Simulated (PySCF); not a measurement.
A structure optimised at PBE0-D3(BJ)/def2-SVP, used in a PySCF frequency run:

```xyz
6

Zn     0.0000     0.0000    -1.2062
I      0.0000     0.0000     1.2384
C      0.0000     0.0000    -3.1433
H     -0.8922    -0.5151    -3.5311
H      0.0000     1.0302    -3.5311
H      0.8922    -0.5151    -3.5311
```
Charge 0, spin multiplicity 1.

### Question
Write its SMILES, formula and point group.

### Answer
[CH3][Zn][I], CH3IZn, C3v

### Question
What are its rotational constants (standard atomic weights)?

### Answer
157.47, 1.1397, 1.1397 GHz
